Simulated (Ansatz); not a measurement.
One change: `C[NH][InH2]` becomes `C[NH][SnH3]`.

Ansatz, PBE0-D4/def2-TZVP geometries, multiplicity 1. 

Elements past krypton have def2 core potentials.

```tsv
property	`C[NH][InH2]`
LUMO energy (B3LYP/def2-TZVPP) / eV	-1.38
HOMO–LUMO gap (ωB97M-V/def2-TZVPP) / eV	8.87
HOMO energy (PBE0/def2-TZVPP) / eV	-6.31
HOMO–LUMO gap (PBE0/def2-TZVPP) / eV	5.20
size of the dipole moment (ωB97M-V/def2-TZVPP) / D	0.36
size of the dipole moment (PBE/def2-TZVPP) / D	0.71
```

Q: Give the same properties after the change, and the shifts. (Estimate.)

A: The calculation gave: 
```json
{"property": "LUMO energy (B3LYP/def2-TZVPP) / eV", "`C[NH][SnH3]`": "-0.30", "shift": "1.08"}
{"property": "HOMO–LUMO gap (ωB97M-V/def2-TZVPP) / eV", "`C[NH][SnH3]`": "10.17", "shift": "1.30"}
{"property": "HOMO energy (PBE0/def2-TZVPP) / eV", "`C[NH][SnH3]`": "-6.50", "shift": "-0.19"}
{"property": "HOMO–LUMO gap (PBE0/def2-TZVPP) / eV", "`C[NH][SnH3]`": "6.46", "shift": "1.26"}
{"property": "size of the dipole moment (ωB97M-V/def2-TZVPP) / D", "`C[NH][SnH3]`": "0.79", "shift": "0.43"}
{"property": "size of the dipole moment (PBE/def2-TZVPP) / D", "`C[NH][SnH3]`": "0.75", "shift": "0.04"}
```

With PBE0 the HOMO falls by 0.19 eV and the LUMO rises by 1.07 eV, so the gap widens by about 1.26 eV. PBE moves the HOMO by -0.02 eV and ωB97M-V by -0.21 eV. The zero-point energy changes by 22.0 kJ/mol with +3 modes. Dipoles are sizes alone; their direction can turn.

B3LYP here is the variant with VWN-RPA as its local correlation; programs differ in this.
